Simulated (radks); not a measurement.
Dipole-allowed excitations along the series with 29 electrons in [Ar] 3d10 4s1. Calculated with a radial shooting solver on a logarithmic mesh with Libxc functionals: scalar-relativistic Kohn-Sham, LB94 model potential, spin-polarised, spherical densities, finite nucleus; open shells are filled with parallel spins first (spin-orbit coupling, left out, can overturn this in heavy ions); Fermi nuclear charge, rms radius of each element as measured or else 0.836 A^(1/3) + 0.57 fm. Time-dependent linear response with the Hartree and adiabatic LDA kernel, continuum included through the Sternheimer equations, no spin-orbit coupling, so fine structure and intercombination lines are absent. Lines are the poles of the dipole polarisability below minus the highest occupied eigenvalue, found on a grid refined at the orbital gaps; the lowest seven at most are given, and weak or close lines can be missed. The first line takes the name of the lowest orbital gap if no other gap lies below it; otherwise a line is named after a gap within 0.6 % of it, if that gap stands alone.

species  -e(HOMO) (eV)  lowest orbital gap (eV)  first line (eV)      f  static alpha (bohr^3)
Zr11+           242.35             4s-4p 27.467   29.223 (4s-4p)  0.685                 0.6897
Nb12+           274.96             4s-4p 29.686   31.556 (4s-4p)  0.673                 0.5799
Mo13+           309.41             4s-4p 31.958   33.942 (4s-4p)  0.662                 0.4919
Tc14+           345.72             4s-4p 34.289   36.386 (4s-4p)  0.652                 0.4206
Ru15+           383.88             4s-4p 36.683   38.894 (4s-4p)  0.642                 0.3622
Rh16+           423.91             4s-4p 39.146   41.469 (4s-4p)  0.633                 0.3138
